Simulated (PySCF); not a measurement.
Compound: C₃H₁₁FSi₂.
Z-matrix (Å and degrees, PBE0-D3(BJ)/def2-SVP geometry), rows numbered from 1:
```
C 
C   1  1.5360
Si  2  1.9055  1  109.59
Si  2  1.9052  1  109.40  3  -119.90
C   2  1.5232  1  108.78  3   119.92
F   5  1.3754  2  110.82  1  -178.76
H   1  1.1003  2  111.87  3    60.20
H   1  1.1042  2  111.48  3  -179.61
H   1  1.1042  2  111.49  3   -60.01
H   3  1.4912  2  112.81  1  -170.91
H   3  1.4958  2  108.76  1   -50.31
H   3  1.4981  2  108.41  1    67.91
H   4  1.4913  2  112.85  1   172.01
H   4  1.4958  2  108.79  1    51.33
H   4  1.4983  2  108.39  1   -66.88
H   5  1.1066  2  110.77  1   -58.72
H   5  1.1066  2  110.96  1    61.04
```

Theory: PySCF, TDDFT B3LYP/def2-SVPD, vertical, gas phase, core orbitals frozen in the response.

Kohn–Sham orbitals with the atoms that hold most of them (Löwdin shares over 4%, at most four atoms; ? is withheld):

```tsv
orbital	ε (eV)	atoms
HOMO-3	-9.35	Si3 22%, Si4 18%, H11 18%, H14 14%
HOMO-2	-9.21	Si4 20%, Si3 19%, H13 14%, H10 13%
HOMO-1	-8.88	?
HOMO	-7.90	C2 33%, Si4 14%, Si3 14%, C5 7%
LUMO	0.02	?
LUMO+1	0.29	Si4 20%, Si3 20%, C5 8%, C2 7%
LUMO+2	0.45	Si4 24%, Si3 23%, H15 10%, H12 10%
```

Question: Which atoms hold the HOMO-1, and with what shares?

Answer: C2 (bonded to 2 C and 2 Si) 23%; C5 (bonded to C, F and 2 H) 13%; Si3 (bonded to C and 3 H) 11%; Si4 (bonded to C and 3 H) 10%. By element: carbon 36% or more, silicon 21%.

Question: Give the leading atoms of the LUMO.

Answer: Si4 (bonded to C and 3 H) 17%; Si3 (bonded to C and 3 H) 16%; C1 (bonded to C and 3 H) 10%; H15 (bonded to Si) 6%. By element: silicon 33%, carbon 10% or more, hydrogen 6% or more.

Question: How does S1 compare with the orbital gap of 7.92 eV?

Answer: S1 is at 7.04 eV (f = 0.0000), 0.89 eV below the gap, made of HOMO→LUMO (98%). 

Question: One configuration dominates each of S1 and S2. Which, and how do the shares of the two leading atoms of either orbital change from the occupied to the empty one?

Answer: 
- S1 (7.04 eV, f 0.0000), HOMO→LUMO (98%): C2 33% → at most 6%, Si4 14% → 17%, Si3 14% → 16%
- S2 (7.20 eV, f 0.0002), HOMO→LUMO+1 (96%): C2 33% → 7%, Si4 14% → 20%, Si3 14% → 20%

One conformer stands for the species.
